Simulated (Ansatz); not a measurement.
Ga₅As₄, relaxed as a quartet with UKS r2SCAN-D4/def2-SVP in Ansatz, starting from the r2SCAN-D4/def2-SVP geometry of the neutral doublet. Force threshold 0.03 eV/Å.

At r2SCAN-D4/def2-SVP a doublet of charge 0 lies 0.84 eV below the quartet, each at its own geometry. The structure comes from a short search, and lower isomers may exist.

Start:

Cartesian coordinates in Å:
```
Ga 0.273 -1.680 1.632
Ga -0.444 0.107 -2.039
Ga 0.522 0.922 2.492
Ga -0.235 2.651 -1.622
Ga -1.901 -1.102 0.475
As 1.315 1.251 -0.052
As 1.825 -1.271 -0.274
As -1.154 1.359 0.537
As -0.201 -2.237 -1.150
```

(1) Estimate the energy that the relaxation releases and the steps that it takes.

(2) Does the start keep its bonding and symmetry?

(3) Predict the relaxed structure.

Results:

(1) 82.2 kJ/mol, in 16 steps; 11 min on 6 threads of Intel Xeon on a shared host. No frequencies were taken in this run, so the end may be a saddle point.

(2) Bonds formed: Ga3–As7 (atoms count from 1).

(3) 
```tsv
atom	x (Å)	y (Å)	z (Å)
Ga1	0.1901	-2.2175	1.7458
Ga2	-0.5105	0.1365	-1.8643
Ga3	0.4719	0.3749	2.0154
Ga4	-0.3050	2.6359	-1.8564
Ga5	-1.7698	-0.8892	0.6523
As6	1.3480	1.5513	-0.1387
As7	1.8038	-1.0562	-0.0345
As8	-1.1534	1.6516	0.4742
As9	-0.0751	-2.1873	-0.9938
```
Bond lengths (bridged metal pairs left out): 11 × As–Ga 2.52 to 2.86 Å; 3 × As–As 2.39 to 2.65 Å.
